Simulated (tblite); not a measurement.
Compound: C₆H₄N (doublet state).
Bonds: C1–C2 (double), C2–C3, C3–C4, C4–C5 (triple), C5–C6, C6–N7 (triple). Hydrogens: H8, H9 on C1; H10 on C2; H11 on C3.

The geometry is computed with GFN2-xTB (gas phase). This method treats the open shell by occupation alone, without spin polarisation.

(1) Give the optimised bond lengths and angles.

Answers

(1) 
```csv
bond,length (Å),order
C1=C2,1.350,double
C2–C3,1.409,single
C3–C4,1.361,single
C4≡C5,1.228,triple
C5–C6,1.347,single
C6≡N7,1.155,triple
C1–H8,1.075,single
C1–H9,1.077,single
C2–H10,1.082,single
C3–H11,1.082,single
```

Orders are formal, as drawn. A selection of angles:
```csv
angle,degrees
C2–C1–H8,121.6
C2–C1–H9,121.5
H8–C1–H9,117.0
C1–C2–C3,123.3
C1–C2–H10,119.7
C3–C2–H10,117.0
C2–C3–C4,122.8
C2–C3–H11,119.2
C4–C3–H11,118.0
C3–C4–C5,179.1
C4–C5–C6,179.5
C5–C6–N7,179.8
```

Torsions: C1–C2–C3–C4 180° (antiperiplanar).

C1 (carbon bonded to C and 2 H) is planar (angles 121.6°, 121.5° and 117.0°, sum 360.0°, 0.00 Å off the plane of its three neighbours). The 7 heavy atoms lie in one plane (0.000 Å rms). C2 (carbon bonded to 2 C and H) is planar (angles 123.3°, 119.7° and 117.0°, sum 360.0°, 0.00 Å off the plane of its three neighbours). C3 (carbon bonded to 2 C and H) is planar (angles 122.8°, 119.2° and 118.0°, sum 360.0°, 0.00 Å off the plane of its three neighbours). Of the pairs four or more bonds apart, H9···H11 is among the closest relative to their van der Waals radii: 2.50 Å, 104 % of the sum of Bondi's values. The C–C distances run from 1.228 Å (C4≡C5, drawn triple) to 1.409 Å (C2–C3, drawn single in one of several resonance forms), a spread of 0.181 Å.

Point group: Cs (every atom within 0.08 Å of its image). Its GFN2-xTB frequencies are all real (lowest 78 cm⁻¹). 2 starts were optimised and ended at 0.00 and 0.69 kcal/mol (GFN2-xTB); the lowest of these is shown.

On one thread of an Arm Neoverse V2, shared host with 96 logical CPUs at a one-minute load of 66, this took under 0.1 s. These figures are those of the optimisation.

One conformer stands for the species.
